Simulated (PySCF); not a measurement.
Al(Me)2(NCO) (C3H6AlNO), SMILES C(=O)=[N][Al]([CH3])[CH3].

Geometry optimised at r2SCAN-D4/def2-SVP. The geometry has at least one imaginary mode, so it is a saddle point at that level. The structure was generated by enumeration; whether it is a known compound was not checked. One conformer was computed; it need not be the lowest.

These are ωB97X/def2-TZVP run with PySCF values and carry that method's errors.

The molecule is in vacuum.

* **total energy**: -490.45139 hartree
* **highest occupied level**: -10.19 eV
* **lowest empty level**: 1.07 eV
* **orbital gap**: 11.26 eV
* **dipole moment**: 3.06 D
* **quadrupole, principal values (traceless, Buckingham form, about the centre of nuclear charge)**: -10.92, 1.94, 8.98 D·Å
* **mean static polarisability**: 68.0 bohr³ (10.08 Å³)
* **polarisability, principal values**: 50.0, 64.8, 89.3 bohr³
